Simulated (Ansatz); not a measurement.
`O[SiH2]OC[SiH3]` and `O[SiH2]O[SiH2]F` differ in one atom or group.

Ansatz, PBE0-D4/def2-TZVP geometries, multiplicity 1. Each molecule was computed in one conformer, which needn't be the lowest.

```json
{"property": "size of the dipole moment (B3LYP/def2-TZVPP) / D", "`O[SiH2]OC[SiH3]`": "2.03"}
{"property": "HOMO–LUMO gap (PBE/def2-TZVPP) / eV", "`O[SiH2]OC[SiH3]`": "5.82"}
{"property": "HOMO energy (ωB97M-V/def2-TZVPP) / eV", "`O[SiH2]OC[SiH3]`": "-10.07"}
{"property": "LUMO energy (ωB97M-V/def2-TZVPP) / eV", "`O[SiH2]OC[SiH3]`": "1.89"}
{"property": "HOMO–LUMO gap (PBE0/def2-TZVPP) / eV", "`O[SiH2]OC[SiH3]`": "8.07"}
{"property": "HOMO–LUMO gap (B3LYP/def2-TZVPP) / eV", "`O[SiH2]OC[SiH3]`": "7.60"}
```

Question: What does the change do to each property? (Estimate.)

Answer: Computed: 
```
                                        property  `O[SiH2]O[SiH2]F`  shift
size of the dipole moment (B3LYP/def2-TZVPP) / D               1.62  -0.41
             HOMO–LUMO gap (PBE/def2-TZVPP) / eV               6.98   1.16
           HOMO energy (ωB97M-V/def2-TZVPP) / eV             -11.23  -1.16
           LUMO energy (ωB97M-V/def2-TZVPP) / eV               1.88  -0.01
            HOMO–LUMO gap (PBE0/def2-TZVPP) / eV               9.30   1.23
           HOMO–LUMO gap (B3LYP/def2-TZVPP) / eV               8.80   1.20
```

With PBE0 the HOMO falls by 1.17 eV and the LUMO rises by 0.05 eV, so the gap widens by about 1.22 eV. PBE moves the HOMO by -1.14 eV and ωB97M-V by -1.16 eV. Dipoles are sizes alone; their direction can turn.

B3LYP here is the variant with VWN-RPA as its local correlation; programs differ in this.
